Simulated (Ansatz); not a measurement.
Cartesian coordinates in Å:
```
C -1.267 -1.556 -0.146
O -0.338 -0.515 -0.107
Ti 0.808 0.766 -0.271
F 2.411 0.186 -0.685
Cl 0.135 2.214 -1.785
Se 0.827 1.768 1.929
H -2.083 -1.295 -0.825
H -0.782 -2.472 -0.491
H -1.669 -1.716 0.857
H 1.959 2.620 1.524
```

Total charge 0; spin multiplicity 1.

(1) List the r2SCAN/def2-TZVPP orbital energies in eV (the Gaussian-basis code of Ansatz). (An estimate is asked.)

## Answers

(1) The calculation gave: Occupied: -12334.11, -4857.57, -2753.11, -1574.78, -1412.02, -1411.98, -1411.96, -666.12, -539.48, -517.21, -449.61, -449.58, -449.57, -275.26, -254.51, -210.89, -192.99, -192.94, -192.94, -154.35, -154.19, -154.14, -64.66, -54.70, -54.65, -54.61, -54.49, -54.49, -41.01, -40.73, -40.51, -30.03, -27.18, -20.71, -18.34, -17.90, -12.95, -12.43, -12.41, -11.26, -10.72, -10.67, -10.03, -9.40, -8.81, -8.51, -8.41, -8.08, -7.62, -6.50. Lowest empty: -3.35, -3.25, -2.69, -2.41, -2.06, -0.42, 0.55, 1.56.
